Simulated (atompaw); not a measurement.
# What one change does to a pseudopotential (Br (Z = 35), PAW (atompaw))

atompaw 4.2.0.5 input, output lines left out:

```
Br 35
GGA-PBE scalarrelativistic loggrid 1500 logderivrange -3 5 201
4 4 3 0 0 0
4 1 5
0 0 0
c
c
c
v
c
c
v
c
2
1.70 1.25 1.45 1.45
y
-1.15
n
y
0.25
n
y
0.15
n
custom rrkj vanderbiltortho sinc
3 0 vpsmatchnc
1.70
1.70
1.70
1.70
1.70
```

All-electron outer shells of the reference configuration (PBE, scalar-relativistic, ld1.x):

```tsv
shell	level (eV)	outermost node (bohr)	outermost maximum (bohr)
3p	-173.49	0.21	0.48
3d	-66.72	–	0.43
4s	-20.13	0.67	1.41
4p	-7.86	0.70	1.66
```

Change: added wave 4d channel at 1.05 Ry: rc 1.70 bohr.

Cutoffs: the cutoffs (Ry, on a coarse ladder) from which the occupation-weighted sum of valence levels, in a spherical-Bessel basis at the reference potential, stays within 10 and 1 mRy of its value at 400 Ry; they do not see the model core or the augmentation charge, which bear on the density cutoff.

What does the change do?

The potential gets neither clearly harder nor softer (15 Ry and 30 Ry → 15 Ry and 30 Ry); the bound ghosts move from s to d, s.

```tsv
quantity	base	changed
cutoff, loose	15 Ry	15 Ry
cutoff, tight	30 Ry	30 Ry
bound ghosts	s	s, d
s: phases at 1.70 bohr within 0.05 rad from the reference energy up to (Ry; the scan ends near 5)	to the end of the scan	to the end of the scan
p: phases at 1.70 bohr within 0.05 rad from the reference energy up to (Ry; the scan ends near 5)	to the end of the scan	to the end of the scan
d: phases at 1.70 bohr within 0.05 rad from the reference energy up to (Ry; the scan ends near 5)	1.4	n/a
lowest overlap eigenvalue by channel	s 0.18, p 0.49, d 1.00	s 0.18, p 0.49, d 0.92
```

 A true bound ghost makes a file unfit for plane-wave use even where its test errors are small: the radial tests pick states by their node count and pass the ghost by. The cutoffs see the waves, projectors and local potential, not the compensation charge or the core.
